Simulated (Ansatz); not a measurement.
C2H3AlF2: where a starting geometry ends

The starting geometry of this gas-phase singlet was optimised with GFN2-xTB.

```
atom    x (Å)    y (Å)    z (Å)
   C   0.0560   0.2249   1.5433
   C  -0.9459  -0.4060   2.1213
  Al  -1.1702   0.8766   0.0761
   F  -2.1884  -0.2271   1.4380
   F  -1.8434   2.3762   0.1597
   H   1.0328   0.1445   1.9952
   H  -1.0957  -1.0328   2.9867
   H  -1.2925   0.0746  -1.2011
```

Problem. Where would you expect an optimisation with PBE0-D3(BJ)/pcseg-1 to take it?

Solution. A bond breaks, giving a structure given below by its coordinates. Contacts that open: Al3–F4 (2.03 → 2.34 Å).

The energy falls by 0.13 eV over 16 steps:

```csv
step,E − E(last) (eV)
1,0.130
3,0.016
4,0.012
6,0.004
8,0.002
9,0.001
11,0.000
13,0.000
14,0.000
16,0.000
```

Final geometry (Å):

```xyz
8

C    -0.0547    0.2110    1.5343
C    -0.9844   -0.4500    2.1885
Al   -1.0946    0.8919    0.0179
F    -2.2563   -0.3890    1.5912
F    -1.7207    2.4407    0.1411
H     0.9657    0.2349    1.9080
H    -1.0380   -1.0494    3.0945
H    -1.2643    0.1409   -1.3563
```

Frequencies at the end are all real (lowest 18 cm⁻¹). Run with Ansatz 0.2.0, 32 s on 1 thread of Intel(R) Xeon(R) 6975P-C (Granite Rapids), with other jobs on the host.
